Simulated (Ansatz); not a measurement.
The same ligand exchange along the group Al, Ga, In.

Computed with Ansatz on PBE0-D4/def2-TZVP structures; ΔE is electronic, products minus reactants. CBS: MP2 limit from def2 TZ/QZ plus the TZ coupled-cluster correction, frozen cores. Small cases extrapolate CCSD(T) itself. Functionals use def2-TZVPP. def2 core potentials past Kr. For Ga, In outer-core shells are correlated without core-valence functions, which leaves a few kJ/mol of doubt a bond. Scalar relativity is left out up to krypton.

```
                                  reaction  CCSD(T)/CBS(def2) (kcal/mol)
`[AlH2][SiH3]` + H₂S → `[AlH2][SH]` + SiH₄                             ?
`[SiH3][GaH2]` + H₂S → `[SH][GaH2]` + SiH₄                         -21.7
`[SiH3][InH2]` + H₂S → `[SH][InH2]` + SiH₄                         -18.3
```

**Question.** Fill in the missing values. (An estimate is asked.)

**Answer.** Computed: `[AlH2][SiH3]` + H₂S → `[AlH2][SH]` + SiH₄: -29.0 kcal/mol.

Largest T1 diagnostic: 0.014, for `[SH][InH2]`.

Extrapolated directly: `[AlH2][SiH3]` + H₂S → `[AlH2][SH]` + SiH₄.
